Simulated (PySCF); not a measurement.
## Computed structure and properties of [Pr(H2O)]3+

System: [Pr(H2O)]3+ (singlet in the valence; each metal's 4f electrons, 2 of them, lie in its core potential, out of spins and levels); start: template (C2v). Method: PySCF 2.14.0, RKS B3LYP, Pr lcecp-1-SVP with ECP48, O def2-SVP, H def2-SVP; non-relativistic Hamiltonian with scalar-relativistic core potentials where named; density fitting; no spin-orbit coupling.

Input of the relaxation:

```python
mol = gto.M(atom='''
Pr     0.00000     0.00000    -0.29478
O      0.00000     0.00000     2.24022
H      0.77000    -0.00000     2.83022
H     -0.77000     0.00000     2.83022''',
    basis={'Pr': 'lcecp-1-SVP', 'O': 'def2-SVP', 'H': 'def2-SVP'},
    ecp={'Pr': 'lcecp-1-SVP'},
    charge=3, spin=0)
mf = dft.RKS(mol, xc='B3LYP')
mf.grids.atom_grid = (50, 194)  # f atoms: unpruned, at least (60, 302)
mf = mf.density_fit()  # fitting sets: Pr AutoAux, O def2-universal-JKFIT, H def2-universal-JKFIT
mf.conv_tol = 1e-08; mf.max_cycle = 55
mf.kernel(dm0)  # dm0: converged density of the start geometry
# quasi-Newton relaxation in Cartesian coordinates to a largest gradient under 0.00045 Eh/bohr, steps kept in the point group
```

Run from Python with OMP_NUM_THREADS=2; the lines above give its settings. Where DIIS fails, smearing, a level shift and second-order steps follow.
It took 11 s on 2 threads of Intel(R) Xeon(R) Platinum 8259CL CPU @ 2.50GHz (Skylake/Cascade Lake) (shared host), from the converged density of the start.

Course of the relaxation:

```
step  energy above end (eV)  largest force component within the symmetry (eV/Å)
   0                 0.2544                                               2.979
   1                 0.1162                                               1.284
   2                 0.0126                                               0.760
   3                 0.0029                                               0.399
   4                 0.0000                                               0.038
   5                 0.0000                                               0.007
```

Relaxed geometry (C2v):

```xyz
4

Pr    0.0000    0.0000   -0.1355
O     0.0000    0.0000    2.1608
H     0.7803    0.0000    2.7903
H    -0.7803    0.0000    2.7903
```

| contact | Å |
| --- | --- |
| Pr1–O2 (H2O) | 2.296 |

On the finer grid (75, 302):

```yaml
HOMO: -27.08 eV
LUMO: -20.51 eV
Dipole_about_the_centre_of_mass: 2.62 D
Set_of_Mulliken_populations_of_Pr1_outside_the_core_potential: s 2.04, p 6.04, d 0.32, f 0.02
D3_BJ_dispersion_energy_not_in_the_energies: -0.152 eV
```

| atom | Mulliken (e) | Löwdin (e) | spin (e) |
| --- | --- | --- | --- |
| Pr1 | 2.58 | 2.49 | 0.00 |
| O2 | -0.30 | 0.04 | 0.00 |
| H3 | 0.36 | 0.24 | 0.00 |
| H4 | 0.36 | 0.24 | 0.00 |

The 4f levels lie in the core potential and are missing. Their spin isn't counted.

On the grid (50, 194), as all that follows. Harmonic modes: a minimum; lowest 436 cm⁻¹ (negative: unstable), highest 3396 cm⁻¹, zero-point energy 0.636 eV.

Taking off one H2O (charge 0, singlet; the rest: singlet) in vacuum, both parts rigid, costs 4.70 eV; the small basis without counterpoise inflates it. Parting with an electron moved from the ligand to the metal can be far cheaper, even downhill.

Rigid scan of H2O along the line from its metal:

distance to O2 (Å), energy (eV) and a bar:
```
     2.00      0.785 ##############################
     2.10      0.301 ###########
     2.20      0.065 ##
     2.30      0.000 
     2.40      0.049 ##
     2.50      0.171 #######
     2.70      0.532 ####################
```

One start shape was tried, so this needn't be the lowest isomer.

An lcecp potential fixes the number of 4f electrons, so in runs with it no electron can move into or out of that shell.
